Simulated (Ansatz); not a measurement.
Caution: the highest occupied level lies above zero, a sign of self-interaction error and of too few diffuse functions. Caution: the restricted solution is unstable towards spin-unrestricted or complex orbitals, so a lower solution exists and this singlet may not be the ground state. This singlet lies 0.52 eV below the relaxed triplet at the level frozen-core CCSD(T)/aug-cc-pVTZ // PBE-D3(BJ)/def2-SVPD (Ansatz, a program for electronic structure).

A geometry relaxed with Ansatz with PBE-D3(BJ)/def2-SVPD, charge -1, multiplicity 1:

```xyz
3

Cl     1.4012    -0.2069     0.0000
B     -0.3546     0.6297     0.0000
H     -1.0467    -0.4227     0.0000
```

Task: Write the SMILES of this molecule.

Result: `[BH-]Cl`
